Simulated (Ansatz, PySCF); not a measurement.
Process, species as SMILES: C=CC#N + 6 [H][H] (H2) -> 3 C (CH4) + N (NH3)
Structures are relaxed separately at B3LYP-D3(BJ)/def2-TZVP in Ansatz (an electronic-structure program). Unstable Hartree-Fock reference: C=CC#N.

Wanted: energy of full hydrogenation (enthalpy at 298 K, with B3LYP-D3(BJ) rigid-rotor harmonic-oscillator terms from PySCF), in kcal/mol. Correlated levels leave the core frozen unless marked. Spin-orbit coupling is left out. Non-relativistic. CBS marks a two-point X^-3 extrapolation of the correlation energy; Hartree-Fock from the larger set.

| level | program | energy of full hydrogenation (kcal/mol) |
|---|---|---|
| HF/cc-pVDZ | Ansatz | -119.3 |
| RI-HF/aug-cc-pVQZ | Ansatz | -117.3 |

Estimate the value at CCSD(T)/CBS(cc-pVTZ,cc-pVQZ) as computed with Ansatz.

-110.6 kcal/mol, so RI-HF/aug-cc-pVQZ differs from it by -6.7 kcal/mol.
